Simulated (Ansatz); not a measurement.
`B[SiH2]N[SiH3]` + H₂ → `[SiH3]N[SiH3]` + BH₃ at 298.15 K and 1 bar (hydrogenolysis of the Si–B bond).

Gas-phase electronic energies from Ansatz, PBE0-D4/def2-TZVP geometries. CCSD(T)/CBS is the MP2 limit (def2-TZVPP, def2-QZVPP) plus CCSD(T) − MP2 in def2-TZVPP, frozen cores. This one scheme is used for every species. Each species was taken in one conformer, which may not be the lowest.

| species | CCSD(T)/CBS energy (Eh) | H − E (kJ/mol) | S (J/(mol·K)) |
| --- | --- | --- | --- |
| `B[SiH2]N[SiH3]` | -662.46710 | 228.4 | 367.8 |
| H₂ | -1.17544 | 35.1 | 130.4 |
| `[SiH3]N[SiH3]` | -637.10515 | 192.6 | 335.6 |
| BH₃ | -26.55200 | 78.7 | 188.3 |

H − E and S are ideal-gas, rigid-rotor, harmonic terms from PBE0-D4/def2-TZVP, for one conformer and one mirror image of each species. The MP2-based limit puts H₂ 0.8 mEh under its directly extrapolated value; such offsets cancel only in part. 1 Eh = 2625.50 kJ/mol, R = 8.31446 J/(mol·K).

By hand: ΔE, ΔH, ΔS and ΔG.

ΔE = (-637.10515) + (-26.55200) − (-662.46710) − (-1.17544) = -0.01461 Eh = -38.4 kJ/mol. Δ(H − E) = 192.6 + 78.7 − 228.4 − 35.1 = 7.8, so ΔH = -30.6 kJ/mol. ΔS = 335.6 + 188.3 − 367.8 − 130.4 = 25.7 J/(mol·K). ΔG = -30.6 − 298.15 × (25.7)/1000 = -38.3 kJ/mol.

By hand: the equilibrium constant, and the temperature at which ΔG would vanish if ΔH and ΔS stayed fixed.

log₁₀ K = −ΔG/(RT ln 10) = 6.7. ΔH and −TΔS have one sign here, so there is no such temperature.

ΔH outweighs TΔS. A doubt of 5 kJ/mol in ΔE shifts log₁₀ K by 0.9 here. Other conformers and mirror images would add mixing entropy, several J/(mol·K) or more a flexible species. Modes under 60 cm⁻¹, often nearly free rotors, make the harmonic entropy too high. These are equilibria of isolated gas molecules and say nothing of rates. Largest T1 diagnostic: 0.011 (customary marks: 0.02 for closed shells, 0.045 for open ones).
